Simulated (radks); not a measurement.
Values are calculated unless marked as measured or tabulated.
Task: Coherent X-ray form factor from a spherical all-electron density. Code: a radial shooting solver on a logarithmic mesh with Libxc functionals. Model: Dirac Kohn-Sham, BLYP, spin-unpolarised, spherical densities, point nucleus.

sin(theta)/lambda (1/angstrom),f0 (electrons)
0.05,17.721
0.1,16.934
0.15,15.776
0.2,14.418
0.25,13.029
0.3,11.730
0.4,9.649
0.5,8.275
0.6,7.390
0.8,6.219
1,5.199
1.25,4.003
1.5,3.040
2,1.916

The species is in the configuration that NIST lists as its ground one. Which atom or ion scatters so?

Result: The calcium ion Ca2+, [Ar]. Extrapolating in s^2 from the first two rows gives f0(0) = 18.0, near the electron count 18; among species with that count, the fall with angle is slower the higher Z, and the table is that of Z = 20; from so few rows the species is fixed only to a neighbour or two.
